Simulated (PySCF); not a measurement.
Delta-SCF ions had no search for a lower state. Excitations are Tamm–Dancoff values on a coarser integration grid. The basis has no diffuse functions, so Rydberg states are missing or too high.

Z-matrix (Å, degrees):
```
In
O 1 1.9900
C 2 1.3989 1 123.11
H 3 1.1047 2 108.38 1 177.32
H 3 1.1073 4 107.08 2 122.79
H 3 1.1074 4 107.07 5 114.69
O 1 1.9900 2 120.00 3 179.45
C 7 1.3989 1 123.10 2 -1.29
H 8 1.1047 7 108.38 1 177.50
H 8 1.1073 9 107.09 7 122.78
H 8 1.1074 9 107.07 10 114.69
O 1 1.9900 2 119.99 3 -1.42
C 12 1.3989 1 123.10 2 179.37
H 13 1.1047 12 108.38 1 176.99
H 13 1.1073 14 107.09 12 122.80
H 13 1.1075 14 107.07 15 114.69
```
Charge 0, multiplicity 1.

Problem. Predict the S1–T1 gap (TDA), vertical ionisation energy (Delta-SCF), HOMO–LUMO gap, dipole moment, S1 excitation (TDA), LUMO, HOMO and brightest of the four lowest singlets (TDA) from PySCF 2.14.0 with PBE0-D4/def2-TZVP // PBE0-D4/def2-SVP.

Solution. 
The S1–T1 gap (TDA) is 0.33 eV and the vertical ionisation energy (Delta-SCF) is 9.37 eV. The HOMO–LUMO gap is 5.65 eV and the dipole moment comes out as 0.06 D. The S1 excitation (TDA) comes out as 4.13 eV and the LUMO is -1.98 eV. The HOMO is -7.63 eV. The brightest of the four lowest singlets (TDA) comes out as 4.83 eV.
